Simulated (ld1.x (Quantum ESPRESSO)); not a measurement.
**Before and after: TM potential for gadolinium (Gd)**

Gd, norm-conserving Troullier–Martins (Kleinman–Bylander form), made with ld1.x (Quantum ESPRESSO) 7.5 (PBEsol, scalar-relativistic). Core [Kr] 4d10 4f7, reference 5s2 5p6 5d1 6s1.5 6p0 (charge +0.5). Waves: 5p (bound): rc 1.50 bohr; 5d (bound): rc 2.05 bohr; 5s (bound): rc 1.45 bohr. Local part: the s channel. Core correction: none.

Occupied shells without a wave of their own: 6s. They enter only through the test configuration that unscreens the potential.

Change: all radii scaled by about 0.76 (s 1.10, p 1.14, d 1.56 bohr).

Cutoffs: the cutoffs (Ry, on a coarse ladder) from which the occupation-weighted sum of valence levels, in a spherical-Bessel basis at the reference potential, stays within 10 and 1 mRy of its value at 400 Ry; they do not see the model core or the augmentation charge, which bear on the density cutoff. Errors are all-electron minus pseudo energies relative to the spin-unpolarised reference configuration.

Q: Predict the effect on cutoff, ghosts and configuration errors.

A: The potential gets harder (70 Ry and 120 Ry → 160 Ry and 300 Ry); of the 7 tests that both files solve, the error grows in 4 and shrinks in 2 by more than 15 % and 0.3 meV (median size 49.6 → 55.0 meV); neither file shows a bound ghost. A smaller radius makes the pseudo-wave follow the all-electron one further in, where it bends more sharply, so more plane waves are needed.

| quantity | base | changed |
| --- | --- | --- |
| cutoff, loose | 70 Ry | 160 Ry |
| cutoff, tight | 120 Ry | 300 Ry |
| loose cutoff by channel (10 mRy a level) | p 35 Ry, d 15 Ry, s 55 Ry | p 80 Ry, d 18 Ry, s 100 Ry |
| bound ghosts | none | none |
| largest miss of a reference level, eV | 0.07 | 0.10 |
| error for 5s2 5p6 5d1 6s2 6p0, meV [ΔE -2.69 eV] | +31 | +43 |
| error for 5s2 5p6 5d1 6s1 6p0, meV [ΔE 3.98 eV] | -40 | -55 |
| error for 5s2 5p6 5d1 6s0 6p0, meV [ΔE 16.03 eV] | -147 | -206 |
| error for 5s2 5p6 5d0 6s2 6p1, meV [ΔE -0.84 eV] | +50 | +64 |
| error for 5s1 5p6 5d1 6s2 6p0, meV [ΔE 52.67 eV] | -180 | -142 |
| error for 5s2 5p6 5d1.5 6s1.5 6p0, meV [ΔE -1.85 eV] | -2.1 | -2.1 |
| error for 5s2 5p5 5d1 6s2 6p0, meV [ΔE 29.63 eV] | -79 | -52 |

Changed file: The 6s level has no wave, so the channel is fitted at the deeper level alone: the likely source of the large errors.
